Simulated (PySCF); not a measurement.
Predicted microwave data (PBE0/pcSseg-1 in PySCF (dipole) on a GFN2-xTB geometry, gas phase) for one isomer of C4H14O2Si3:

| Property | Result |
| --- | --- |
| Rotational constants | A = 914.5, B = 811.2, C = 661.5 MHz |
| Dipole components | \|μa\| = 0.02 D, \|μb\| = 0.74 D, \|μc\| = 0.49 D |
| Inertial defect | -411.62 u·Å² |
| κ | 0.18 |

Problem. Which candidate fits, each taken in the one conformer that was computed?
A. `[CH3:1][Si@@:2]1([CH2:3][CH2:4][SiH3:5])[CH2:6][O:7][SiH2:8][O:9]1` with C1–Si2–C3–C4 53°, Si2–C3–C4–Si5 179°
B. `[O:1]=[C:2]([OH:3])[CH2:4][CH2:5][C:6]([SiH3:7])([SiH3:8])[SiH3:9]` with O1–C2–O3–H 1°, O1–C2–C4–C5 -88°, C2–C4–C5–C6 179°
C. `[OH:1][CH2:2][C@@H:3]1[CH2:4][SiH2:5][O:6][Si@@H:7]1[CH2:8][SiH3:9]` with H–O1–C2–C3 60°, O1–C2–C3–C4 57°, O6–Si7–C8–Si9 179°, C2–C3–C4–Si5 -86°, C3–C4–Si5–O6 -24°, C4–Si5–O6–Si7 1°, Si5–O6–Si7–C8 139°
D. `[CH3:1][CH2:2][C:3](=[O:4])[O:5][Si@H:6]([SiH3:7])[CH2:8][SiH3:9]` with C1–C2–C3–O4 2°, C2–C3–O5–Si6 -179°, C3–O5–Si6–Si7 -4°, O5–Si6–C8–Si9 -167°
E. `[CH2:1]=[C:2]([CH3:3])[Si@:4]([OH:5])([CH2:6][SiH3:7])[O:8][SiH3:9]` with C1–C2–Si4–O5 30°, C2–Si4–O5–H 67°, C2–Si4–C6–Si7 -50°, C2–Si4–O8–Si9 99°

Solution. E. It is C=C(C)[Si@](O)(C[SiH3])O[SiH3], an asymmetric top, point group C1. The candidates at the same level (rigid rotor, commonest isotopes):

```json
{"SMILES": "C[Si@@]1(CC[SiH3])CO[SiH2]O1", "A (MHz)": "1992", "B (MHz)": "445.4", "C (MHz)": "423.7", "μa (D)": "0.97", "μb (D)": "0.90", "μc (D)": "0.53", "Δ (u·Å²)": "-195.47", "point group": "C1", "rotor": "near-prolate asymmetric top"}
{"SMILES": "OC[C@@H]1C[SiH2]O[Si@@H]1C[SiH3]", "A (MHz)": "1721", "B (MHz)": "646.2", "C (MHz)": "569.0", "μa (D)": "0.95", "μb (D)": "0.34", "μc (D)": "1.08", "Δ (u·Å²)": "-187.73", "point group": "C1", "rotor": "asymmetric top"}
{"SMILES": "O=C(O)CCC([SiH3])([SiH3])[SiH3]", "A (MHz)": "1328", "B (MHz)": "520.0", "C (MHz)": "499.0", "μa (D)": "0.24", "μb (D)": "1.48", "μc (D)": "0.04", "Δ (u·Å²)": "-339.79", "point group": "C1", "rotor": "near-prolate asymmetric top"}
{"SMILES": "C=C(C)[Si@](O)(C[SiH3])O[SiH3]", "A (MHz)": "914.5", "B (MHz)": "811.2", "C (MHz)": "661.5", "μa (D)": "0.02", "μb (D)": "0.74", "μc (D)": "0.49", "Δ (u·Å²)": "-411.62", "point group": "C1", "rotor": "asymmetric top"}
{"SMILES": "CCC(=O)O[Si@H]([SiH3])C[SiH3]", "A (MHz)": "1819", "B (MHz)": "466.9", "C (MHz)": "391.2", "μa (D)": "0.32", "μb (D)": "2.38", "μc (D)": "0.08", "Δ (u·Å²)": "-68.30", "point group": "C1", "rotor": "asymmetric top"}
```

`O=C(O)CCC([SiH3])([SiH3])[SiH3]` has A 45 % too high; `CCC(=O)O[Si@H]([SiH3])C[SiH3]` has A 99 % too high; `OC[C@@H]1C[SiH2]O[Si@@H]1C[SiH3]` has A 88 % too high; `C[Si@@]1(CC[SiH3])CO[SiH2]O1` has A 118 % too high. No structure here is proved a minimum.
